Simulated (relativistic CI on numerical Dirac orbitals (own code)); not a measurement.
Radial Dirac CI calculation of F.

Command:

```sh
python run_levels.py task.json out
```

Input:

```
atom F  Z=9  charge=0  electrons=9
nucleus A=19  rms_radius_fm=2.8976
hamiltonian dirac-coulomb  breit=on  qed=off  c_scale=1
orbitals kli  potential=per-configuration
slater_scale 1
correlation none
mixing on
grid step=0.0125 r_max=154.2
scf mixing=0.4 start=previous max_iterations=150 tolerance=2e-08 node_fill=0.05
configurations
  [He] 2s2 2p5
  [He] 2s 2p6
  [He] 2s2 2p4 3s
end
```

Output:

```
SCF 1: [He] 2s2 2p5
 iter      energy (Ha)   residual   last orbital (Ha)
    1       -98.718117   7.33e-01     -0.35395
    2       -99.471486   1.95e-01     -0.68971
    3       -99.491804   9.09e-02     -0.70971
    4       -99.499472   3.10e-03     -0.71957
    5       -99.499536   1.90e-03     -0.71845
    6       -99.499585   2.39e-04     -0.72069
    7       -99.499583   6.20e-05     -0.72051
    8       -99.499582   3.92e-07     -0.72044
    9       -99.499582   8.44e-08     -0.72044
   10       -99.499582   2.11e-09     -0.72044
SCF 2: [He] 2s 2p6
 iter      energy (Ha)   residual   last orbital (Ha)
    1       -98.617915   1.80e-02     -0.72044
    2       -98.618019   7.03e-03     -0.70717
    3       -98.617972   1.25e-03     -0.69815
    4       -98.617957   8.26e-05     -0.69586
    5       -98.617957   1.31e-05     -0.69587
    6       -98.617957   1.97e-06     -0.69588
    7       -98.617957   5.78e-08     -0.69588
    8       -98.617957   6.23e-08     -0.69588
    9       -98.617957   7.33e-11     -0.69588
SCF 3: [He] 2s2 2p4 3s
 iter      energy (Ha)   residual   last orbital (Ha)
    1       -98.940436   1.85e-01     -0.17860
    2       -99.024104   4.21e-02     -0.17548
    3       -99.031794   5.70e-03     -0.16926
    4       -99.032986   2.28e-03     -0.16227
    5       -99.032950   2.14e-03     -0.16153
    6       -99.032978   1.80e-04     -0.16172
    7       -99.032978   1.25e-04     -0.16170
    8       -99.032976   1.21e-05     -0.16169
    9       -99.032976   6.60e-07     -0.16169
   10       -99.032976   4.71e-08     -0.16169
   11       -99.032976   9.47e-11     -0.16169
orbital energies (Ha): 1s -24.6640  2s -1.4243  2p1/2 -0.7227  2p3/2 -0.7204
configuration averages (Ha): Dirac-Coulomb, Breit, QED
  2s2 2p5                        -99.499582    0.011373    0.000000
  2s 2p6                         -98.617957    0.011301    0.000000
  2s2 2p4 3s                     -99.032976    0.011280    0.000000
levels: no., configuration, term, J, E (cm-1), weight
   1 2s2 2p5                2P*  3/2              0.0  1.00
   2 2s2 2p5                2P*  1/2            391.7  1.00
   3 2s2 2p4 3s             4P   5/2          90321.8  1.00
   4 2s2 2p4 3s             4P   3/2          90593.6  1.00
   5 2s2 2p4 3s             4P   1/2          90752.0  1.00
   6 2s2 2p4 3s             2P   3/2          92913.8  1.00
   7 2s2 2p4 3s             2P   1/2          93235.6  1.00
   8 2s2 2p4 3s             2D   5/2         113693.8  1.00
   9 2s2 2p4 3s             2D   3/2         113695.8  1.00
  10 2s2 2p4 3s             2S   1/2         147039.1  0.99
  11 2s 2p6                 2S   1/2         193854.6  0.99
lowest total energy -99.488804 Ha
end: converged
```

Against the reference input this run has: QED terms off, start potential previous, end of the grid at 154.2 bohr. The reference run ends at -99.481501 Ha with Breit and QED terms.

With so few configurations and no correlation, terms lie too far apart (by 10 to 50 % or more near neutrality), their order can be wrong, and levels of other configurations are missing.

Run time about 0.066 s of CPU on one thread of Neoverse-N1 (shared host).
